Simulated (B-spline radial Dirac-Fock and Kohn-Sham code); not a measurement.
Muonic isotope shifts in xenon

The computed values come from an atomic code on a B-spline grid: the Dirac equation of a negative muon with reduced mass in the field of a spherical finite nucleus, with the Uehling potential to all orders; nuclear polarisation, deformation, hyperfine structure, self-energy, higher-order vacuum polarisation, relativistic recoil and electron screening are left out. Nuclear charge: Fermi distribution (skin thickness 2.3 fm); radii from Angeli and Marinova (2013). Reference ¹³³Xe, radius 4.7831 fm: 2p3/2 → 1s1/2 3810 keV, 3d5/2 → 2p3/2 1142 keV.

| A | radius (fm) | δ⟨r²⟩ (fm²) | shift 2p3/2 → 1s (keV) | shift 3d5/2 → 2p3/2 (keV) |
| --- | --- | --- | --- | --- |
| 116 | 4.7211 | -0.589 | +28.43 | +0.65 |
| 118 | 4.7387 | -0.423 | +20.30 | +0.44 |
| 120 | 4.7509 | -0.307 | +14.68 | +0.31 |
| 122 | 4.759 | -0.230 | +10.97 | +0.22 |
| 124 | 4.7661 | -0.162 | +7.72 | +0.15 |
| 126 | 4.7722 | -0.104 | +4.93 | +0.09 |
| 127 | 4.7747 | -0.080 | +3.80 | +0.06 |
| 128 | 4.7774 | -0.054 | +2.57 | +0.04 |
| 129 | 4.7775 | -0.054 | +2.53 | +0.04 |
| 130 | 4.7818 | -0.012 | +0.56 | 0.00 |
| 131 | 4.7808 | -0.022 | +1.04 | +0.02 |
| 132 | 4.7859 | +0.027 | -1.30 | -0.04 |
| 134 | 4.7899 | +0.065 | -3.11 | -0.08 |
| 136 | 4.7964 | +0.127 | -6.07 | -0.15 |
| 137 | 4.8094 | +0.252 | -12.02 | -0.31 |
| 138 | 4.8279 | +0.431 | -20.46 | -0.54 |
| 139 | 4.8409 | +0.556 | -26.37 | -0.70 |
| 140 | 4.8566 | +0.709 | -33.50 | -0.90 |
| 141 | 4.8694 | +0.833 | -39.29 | -1.06 |
| 142 | 4.8841 | +0.976 | -45.93 | -1.25 |
| 143 | 4.8942 | +1.075 | -50.48 | -1.38 |
| 144 | 4.9082 | +1.212 | -56.78 | -1.56 |
| 146 | 4.9315 | +1.442 | -67.22 | -1.86 |
